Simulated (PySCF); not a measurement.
Two species compared at the same levels of theory.

First species: C4H9NSi2.
SMILES: `N#CC[SiH]1C[SiH2]C1`

Second species: C6H7NS2Si.
Numbering: `[SiH3:1][NH:2][c:3]1[cH:4][c:5]2[s:6][cH:7][cH:8][c:9]2[s:10]1` (hydrogens: H11, H12, H13 on Si1; H14 on N2; H15 on C4; H16 on C7; H17 on C8)

Levels: B3LYP/def2-SVPD for dipole moment, HOMO energy, LUMO energy, HOMO–LUMO gap, static isotropic polarisability and electronic spatial extent ⟨r²⟩ about the centre of nuclear charge; TDDFT B3LYP/def2-SVPD for lowest singlet excitation; TDA B3LYP/def2-SVPD for lowest triplet excitation (Tamm–Dancoff); ΔSCF B3LYP/def2-SVPD for vertical ionisation energy; PBE0-D3(BJ)/def2-SVP for rotational constant A and rotational constant C. Geometries: PBE0-D3(BJ)/def2-SVP. All species are isolated and taken at one optimised geometry, non-relativistic unless stated. Electronic properties by PySCF.

The conformers computed, where there is a choice (atom-mapped SMILES and torsion angles):
- `[N:1]#[C:2][CH2:3][SiH:4]1[CH2:5][SiH2:6][CH2:7]1`: C2–C3–Si4–C5 64°
- `[SiH3:1][NH:2][c:3]1[cH:4][c:5]2[s:6][cH:7][cH:8][c:9]2[s:10]1`: Si1–N2–C3–C4 -179°

Which has the higher vertical ionisation energy?

The first: 9.78 eV against 7.07 eV, a difference of 2.71 eV.

Which has the higher S1 energy?

The first: 6.42 eV against 3.95 eV, a difference of 2.47 eV.

Which has the higher rotational constant C?

The first: 0.946 GHz against 0.396 GHz, a difference of 0.550 GHz.

Which has the higher static isotropic polarisability?

The second: 148.8 au against 101.6 au, a difference of 47.2 au.

Which of the two has the higher LUMO energy, and by how much?

The first: -0.39 eV against -0.69 eV, a difference of 0.30 eV.

Which has the higher HOMO energy?

The second: -5.35 eV against -7.89 eV, a difference of 2.54 eV.

Which has the higher dipole moment?

The first: 4.31 D against 1.66 D, a difference of 2.65 D.

Which of the two has the higher HOMO–LUMO gap, and by how much?

The first: 7.50 eV against 4.66 eV, a difference of 2.84 eV.

On the first: A dipole of 4.31 D is allowed in C1, and pure rotational transitions are dipole-allowed. In atomic units the dipole is 1.70 e·bohr (1 au = 2.5417 D).

On the second: In wavenumbers S1 is 31900 cm⁻¹ (1 eV = 8065.54 cm⁻¹). No computed singlet falls in the visible range (750 to 380 nm, 1.65 to 3.26 eV); S1 lies 0.69 eV above its blue end.
